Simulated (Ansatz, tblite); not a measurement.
Removing and adding an electron: Ge(OH)4 (GeO₄H₄). Charge 0, multiplicity 1. Geometry: PBE-D4/def2-SVP. Ansatz, gas phase; energy differences of separate SCF runs; the oxidised species was run as a doublet alone; the reduced species was run as a doublet alone.

| atom | x (Å) | y (Å) | z (Å) |
| --- | --- | --- | --- |
| Ge1 | -0.0002 | -0.0001 | 0.0000 |
| O2 | -1.2442 | -0.4235 | 1.2007 |
| H3 | -0.8191 | -0.6082 | 2.0598 |
| O4 | -0.7166 | -0.3651 | -1.5881 |
| H5 | -1.3319 | -1.1182 | -1.5036 |
| O6 | 1.4535 | -0.9158 | 0.4658 |
| H7 | 2.2467 | -0.4708 | 0.1116 |
| O8 | 0.5068 | 1.7044 | -0.0783 |
| H9 | -0.0950 | 2.1973 | -0.6680 |

The xTB rows come from tblite. HOMO above LUMO, or a gap near zero within one spin, warns that the state may not be the lowest or that an electron is smeared out.

**Question.** Estimate orbital energies and vertical ionisation energies and electron affinities at: GFN1-xTB; GFN2-xTB; PBE-D4/def2-TZVP; PBE-D4/def2-TZVPD; r2SCAN-D4/def2-TZVP; r2SCAN-D4/def2-TZVPD; PBE0-D4/def2-TZVP; PBE0-D4/def2-TZVPD.

**Answer.** 
| level | −HOMO (eV) | vertical IE (eV) | −LUMO (eV) | vertical EA (eV) | HOMO–LUMO gap (eV) | IE − EA (eV) | remarks |
| --- | --- | --- | --- | --- | --- | --- | --- |
| GFN1-xTB | 13.51 | 16.89 | 5.37 | 2.12 | 8.14 | 14.77 | – |
| GFN2-xTB | 12.72 | 15.99 | 5.70 | 2.35 | 7.02 | 13.64 | – |
| PBE-D4/def2-TZVP | 7.43 | 10.60 | 1.50 | – | 5.93 | – | gap within one spin near zero (+1 doublet) |
| PBE-D4/def2-TZVPD | 7.58 | – | 1.87 | -0.03 | 5.70 | – | HOMO above zero (-1 doublet) |
| r2SCAN-D4/def2-TZVP | 7.86 | 10.91 | 1.03 | – | 6.83 | – | gap within one spin near zero (+1 doublet) |
| r2SCAN-D4/def2-TZVPD | 7.96 | – | 1.36 | -0.28 | 6.60 | – | HOMO above zero (-1 doublet) |
| PBE0-D4/def2-TZVP | 9.24 | 11.41 | 0.51 | – | 8.73 | – | – |
| PBE0-D4/def2-TZVPD | 9.34 | – | 1.00 | -0.27 | 8.34 | – | HOMO above zero (-1 doublet) |

   A HOMO above zero means that the electron is unbound at that level or that self-interaction error raises the level; the energy of removing that electron tells which. Raw xTB energy differences between charge states are shifted by several eV; the methods need an empirical correction for them. A negative affinity means that the extra electron isn't bound; its size then hangs on the basis.
